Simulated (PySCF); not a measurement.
Two-component Hartree-Fock for Ge (germanium, neutral)

Start: [Ar] 3d10 4s2 4p2; 4p1/2 filled at m_j = -1/2, +1/2. Calculated with PySCF 2.14 in x2c-TZVPPall-2c with one added diffuse shell each of s, p, d type (7s8p5d1f, 63 functions): generalised Hartree-Fock with the X2C-1e Hamiltonian and a Gaussian nucleus; spin-orbit coupling (SO) screened by Boettger's factors.

```
spinor shell  electrons  ε, screened SO (eV)  weight of nominal j (screened SO)  rms radius, screened SO (bohr)
       1s1/2          2             -11179.2                              1.000                          0.0542
       2s1/2          2              -1454.0                              1.000                           0.227
       2p1/2          2              -1287.7                              1.000                           0.201
       2p3/2          4              -1255.3                              1.000                           0.204
       3s1/2          2              -201.50                              1.000                           0.667
       3p1/2          2              -144.90                              0.999                           0.693
       3d3/2          4              -43.923                              0.990                           0.815
       3d5/2          6              -43.255                              0.993                           0.816
       4s1/2          2              -15.452                              0.999                            2.36
       4p1/2          2               -7.842                              0.550                            3.11
```

Problem. Where does 3p3/2 lie, and what is the 3p spin-orbit splitting (screened SO)?

Solution. At -140.21 eV, 4.693 eV above 3p1/2.

| quantity | screened SO |
| --- | --- |
| E (hartree) | -2097.08622 |
| M_J | 0 |
| ⟨J²⟩ | 1.723 |
| ⟨L²⟩ | 2.012 |
| ⟨S²⟩ | 1.994 |

The determinant has a definite M_J but mixes levels of different J.

Each row is a mean over spinors that exchange with the open shell spreads, by up to 3.995 eV (4s1/2).

Rows whose weight is well below 1 are mixtures of j = l ± 1/2: exchange outweighs spin-orbit coupling there, and the label is only the starting occupation.
